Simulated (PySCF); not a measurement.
C6H15Al (SMILES C[CH2][Al]([CH2]C)[CH2]C), singlet, at a GFN2-xTB geometry (such geometries of metal compounds can be far from the true shape); CCSD/STO-3G (PySCF).

Input for PySCF:
```python
from pyscf import gto, scf, cc

mol = gto.Mole()
mol.atom = '''
    Al    0.23254875   -0.09127216    0.17781867
    C     1.60822037    0.29411525   -1.23879162
    C     1.28366688    1.38923772   -2.26742086
    H     1.87585448   -0.62020127   -1.79032132
    H     2.53321401    0.57609625   -0.70786354
    H     1.06813100    2.33432054   -1.77027088
    H     0.41262384    1.11732709   -2.85999573
    H     2.11890541    1.54863674   -2.95129636
    C    -1.76368020   -0.03452995   -0.07842335
    C    -2.25206622    0.36624641   -1.47916509
    H    -2.21743853    0.64744823    0.65749449
    H    -2.18599895   -1.02150165    0.16760771
    H    -1.84026666   -0.30078311   -2.23581630
    H    -1.93818296    1.38058695   -1.72020746
    H    -3.34027682    0.32383459   -1.54743145
    C     0.94484373   -0.58959003    1.99107131
    C    -0.08642383   -1.31826703    2.86693314
    H     1.30181723    0.29398901    2.54049732
    H     1.83528786   -1.22749113    1.88612950
    H    -0.38163133   -2.26093079    2.40736096
    H    -0.98435636   -0.71320404    2.98806130
    H     0.31181976   -1.53486371    3.85918757
'''
mol.basis = 'sto-3g'
mol.verbose = 4
mol.build()

mf = scf.RHF(mol)
mf.kernel()

mycc = cc.CCSD(mf)
mycc.kernel()
print('E(CCSD) = %.10f' % mycc.e_tot)
mf.analyze()
```

What the program printed (banner, timings and long lists left out):

```
PySCF version 2.14.0

[INPUT] verbose = 4
[INPUT] num. atoms = 22
[INPUT] num. electrons = 64
[INPUT] charge = 0
[INPUT] spin (= nelec alpha-beta = 2S) = 0
[INPUT] symmetry False subgroup None
[INPUT] Mole.unit = angstrom
[INPUT] Symbol           X                Y                Z      unit          X                Y                Z       unit  Magmom
[INPUT]  1 Al     0.232548750000  -0.091272160000   0.177818670000 AA    0.439453448110  -0.172479385197   0.336028586134 Bohr   0.0
[INPUT]  2 C      1.608220370000   0.294115250000  -1.238791620000 AA    3.039096047247   0.555797271558  -2.340976887206 Bohr   0.0
[INPUT]  3 C      1.283666880000   1.389237720000  -2.267420860000 AA    2.425778838375   2.625278812715  -4.284804434526 Bohr   0.0
[INPUT]  4 H      1.875854480000  -0.620201270000  -1.790321320000 AA    3.544851216738  -1.172010542407  -3.383216969770 Bohr   0.0
[INPUT]  5 H      2.533214010000   0.576096250000  -0.707863540000 AA    4.787080693811   1.088664133889  -1.337668224165 Bohr   0.0
[INPUT]  6 H      1.068131000000   2.334320540000  -1.770270880000 AA    2.018475055158   4.411226507547  -3.345327129493 Bohr   0.0
[INPUT]  7 H      0.412623840000   1.117327090000  -2.859995730000 AA    0.779746050066   2.111442191657  -5.404608647126 Bohr   0.0
[INPUT]  8 H      2.118905410000   1.548636740000  -2.951296360000 AA    4.004150908759   2.926499305039  -5.577141832826 Bohr   0.0
[INPUT]  9 C     -1.763680200000  -0.034529950000  -0.078423350000 AA   -3.332872549318  -0.065252148595  -0.148198653271 Bohr   0.0
[INPUT] 10 C     -2.252066220000   0.366246410000  -1.479165090000 AA   -4.255788370184   0.692105409005  -2.795216913118 Bohr   0.0
[INPUT] 11 H     -2.217438530000   0.647448230000   0.657494490000 AA   -4.190351519758   1.223499834534   1.242484514511 Bohr   0.0
[INPUT] 12 H     -2.185998950000  -1.021501650000   0.167607710000 AA   -4.130939324087  -1.930358354291   0.316732668266 Bohr   0.0
[INPUT] 13 H     -1.840266660000  -0.300783110000  -2.235816300000 AA   -3.477599983568  -0.568397700795  -4.225080471838 Bohr   0.0
[INPUT] 14 H     -1.938182960000   1.380586950000  -1.720207460000 AA   -3.662634973699   2.608931226649  -3.250720976834 Bohr   0.0
[INPUT] 15 H     -3.340276820000   0.323834590000  -1.547431450000 AA   -6.312208370033   0.611958684761  -2.924221637039 Bohr   0.0
[INPUT] 16 C      0.944843730000  -0.589590030000   1.991071310000 AA    1.785495880212  -1.114163682474   3.762579470379 Bohr   0.0
[INPUT] 17 C     -0.086423830000  -1.318267030000   2.866933140000 AA   -0.163317369336  -2.491163645744   5.417718452039 Bohr   0.0
[INPUT] 18 H      1.301817230000   0.293989010000   2.540497320000 AA    2.460078028940   0.555558712532   4.800844154992 Bohr   0.0
[INPUT] 19 H      1.835287860000  -1.227491130000   1.886129500000 AA    3.468191415139  -2.319622056033   3.564268190463 Bohr   0.0
[INPUT] 20 H     -0.381631330000  -2.260930790000   2.407360960000 AA   -0.721178694254  -4.272539979697   4.549252897370 Bohr   0.0
[INPUT] 21 H     -0.984356360000  -0.713204040000   2.988061300000 AA   -1.860163929374  -1.347760306533   5.646617500412 Bohr   0.0
[INPUT] 22 H      0.311819760000  -1.534863710000   3.859187570000 AA    0.589253946628  -2.900472050434   7.292807570626 Bohr   0.0

nuclear repulsion = 352.299523163852
number of shells = 38
number of NR pGTOs = 162
number of NR cGTOs = 54
basis = sto-3g
ecp = {}

******** <class 'pyscf.scf.hf.RHF'> ********
method = RHF
initial guess = minao
damping factor = 0
level_shift factor = 0
DIIS = <class 'pyscf.scf.diis.CDIIS'>
diis_start_cycle = 1
diis_space = 8
diis_damp = 0
SCF conv_tol = 1e-09
SCF conv_tol_grad = None
SCF max_cycles = 50
direct_scf = True
direct_scf_tol = 1e-13
Set gradient conv threshold to 3.16228e-05
Initial guess from minao.
init E= -472.569467010507
  HOMO = -0.237560161840778  LUMO = 0.191472607099884  gap/eV = 11.67458
cycle= 1 E= -472.199022447928  delta_E= 0.37  |g|= 0.322  |ddm|= 5.19
  HOMO = -0.260632698612207  LUMO = 0.334426129141114  gap/eV = 16.19238
cycle= 2 E= -472.243264944645  delta_E= -0.0442  |g|= 0.0784  |ddm|= 0.607
  HOMO = -0.29781892702255  LUMO = 0.321503648613275  gap/eV = 16.85263
cycle= 3 E= -472.246382479369  delta_E= -0.00312  |g|= 0.0225  |ddm|= 0.167
  HOMO = -0.295250603752772  LUMO = 0.319574886765777  gap/eV = 16.73025
cycle= 4 E= -472.246601114889  delta_E= -0.000219  |g|= 0.00147  |ddm|= 0.0482
  HOMO = -0.294712212531084  LUMO = 0.320555703882346  gap/eV = 16.74229
cycle= 5 E= -472.246602276599  delta_E= -1.16e-06  |g|= 0.000305  |ddm|= 0.00305
  HOMO = -0.294803755245363  LUMO = 0.320478290793939  gap/eV = 16.74268
cycle= 6 E= -472.24660232937  delta_E= -5.28e-08  |g|= 5.16e-05  |ddm|= 0.000689
  HOMO = -0.294824248673962  LUMO = 0.320447266872975  gap/eV = 16.74239
cycle= 7 E= -472.24660233083  delta_E= -1.46e-09  |g|= 1.1e-05  |ddm|= 0.00011
  HOMO = -0.294824945077724  LUMO = 0.320446265948663  gap/eV = 16.74238
cycle= 8 E= -472.246602330903  delta_E= -7.34e-11  |g|= 2.12e-06  |ddm|= 2.45e-05
  HOMO = -0.294824800787603  LUMO = 0.320446585110944  gap/eV = 16.74239
Extra cycle  E= -472.246602330905  delta_E= -1.71e-12  |g|= 8.45e-07  |ddm|= 4.41e-06
converged SCF energy = -472.246602330905

******** <class 'pyscf.cc.ccsd.CCSD'> ********
CC2 = 0
CCSD nocc = 32, nmo = 54
max_cycle = 50
direct = 0
conv_tol = 1e-07
conv_tol_normt = 1e-05
diis_space = 6
diis_start_cycle = 0
diis_start_energy_diff = 1e+09
Init t2, MP2 energy = -472.599036871681  E_corr(MP2) -0.352434540776158
Init E_corr(CCSD) = -0.352434540776488
cycle = 1  E_corr(CCSD) = -0.425694423563678  dE = -0.0732598828  norm(t1,t2) = 0.0725636
cycle = 2  E_corr(CCSD) = -0.448719749977376  dE = -0.0230253264  norm(t1,t2) = 0.0266243
cycle = 3  E_corr(CCSD) = -0.462308732906285  dE = -0.0135889829  norm(t1,t2) = 0.0109386
cycle = 4  E_corr(CCSD) = -0.462703673114305  dE = -0.000394940208  norm(t1,t2) = 0.00152573
cycle = 5  E_corr(CCSD) = -0.462687283629361  dE = 1.63894849e-05  norm(t1,t2) = 0.000434714
cycle = 6  E_corr(CCSD) = -0.462685183654941  dE = 2.09997442e-06  norm(t1,t2) = 7.69914e-05
cycle = 7  E_corr(CCSD) = -0.462685460186535  dE = -2.76531594e-07  norm(t1,t2) = 2.37808e-05
cycle = 8  E_corr(CCSD) = -0.46268552564638  dE = -6.54598454e-08  norm(t1,t2) = 8.95845e-06
CCSD converged
E(CCSD) = -472.7092878565514  E_corr = -0.4626855256463803
E(CCSD) = -472.7092878566
**** SCF Summaries ****
Total Energy =                        -472.246602330904977
Nuclear Repulsion Energy =             352.299523163851916
One-electron Energy =                -1350.123364182157502
Two-electron Energy =                  525.577238687400609
Two-electron Coulomb Energy =          580.482868587929602
DFT Exchange-Correlation Energy =      -54.905629900528993
HOMO-LUMO gap [eV] =                    16.742387188745749
**** MO energy ****
MO #1   energy= -57.8198235365497  occ= 2
MO #2   energy= -11.0210610101288  occ= 2
MO #3   energy= -11.0210396568196  occ= 2
MO #4   energy= -11.0178715109781  occ= 2
MO #5   energy= -10.9585409967571  occ= 2
MO #6   energy= -10.95671935177    occ= 2
MO #7   energy= -10.9521779552423  occ= 2
MO #8   energy= -4.74065330681696  occ= 2
MO #9   energy= -2.9690163522244   occ= 2
MO #10  energy= -2.96725074993053  occ= 2
MO #11  energy= -2.96713915803939  occ= 2
MO #12  energy= -0.958189769735881 occ= 2
MO #13  energy= -0.950330730847689 occ= 2
MO #14  energy= -0.949378705482595 occ= 2
MO #15  energy= -0.780999669972351 occ= 2
MO #16  energy= -0.772044037325645 occ= 2
MO #17  energy= -0.765769108037751 occ= 2
MO #18  energy= -0.555069570606767 occ= 2
MO #19  energy= -0.55288762829712  occ= 2
MO #20  energy= -0.549655804054145 occ= 2
MO #21  energy= -0.548323143639281 occ= 2
MO #22  energy= -0.531650996966297 occ= 2
MO #23  energy= -0.521262449783387 occ= 2
MO #24  energy= -0.451634889791814 occ= 2
MO #25  energy= -0.444810673322999 occ= 2
MO #26  energy= -0.441969465656168 occ= 2
MO #27  energy= -0.436402339901354 occ= 2
MO #28  energy= -0.434044639717458 occ= 2
MO #29  energy= -0.432874984108458 occ= 2
MO #30  energy= -0.420459588321906 occ= 2
MO #31  energy= -0.300566340149963 occ= 2
MO #32  energy= -0.294824800787603 occ= 2
MO #33  energy= 0.320446585110944  occ= 0
MO #34  energy= 0.397185631606813  occ= 0
MO #35  energy= 0.596012980955203  occ= 0
MO #36  energy= 0.598150761219505  occ= 0
MO #37  energy= 0.662158409303432  occ= 0
MO #38  energy= 0.66475635522627   occ= 0
MO #39  energy= 0.668291447596668  occ= 0
MO #40  energy= 0.700809539748809  occ= 0
 ** Mulliken pop on meta-lowdin orthogonal AOs  **
 ** Mulliken pop  **
 ** Mulliken atomic charges  **
charge of    0Al =      0.80959
charge of    1C =     -0.23875
charge of    2C =     -0.10298
charge of    3H =      0.00428
charge of    4H =      0.00337
charge of    5H =      0.01736
charge of    6H =      0.02400
charge of    7H =      0.02483
charge of    8C =     -0.23743
charge of    9C =     -0.10266
charge of   10H =      0.00492
charge of   11H =      0.00501
charge of   12H =      0.01976
charge of   13H =      0.02156
charge of   14H =      0.02432
charge of   15C =     -0.24254
charge of   16C =     -0.10315
charge of   17H =      0.00357
charge of   18H =      0.00313
charge of   19H =      0.01772
charge of   20H =      0.02098
charge of   21H =      0.02311
Dipole moment(X, Y, Z, Debye):  0.04257, -0.00086, -0.07565
```
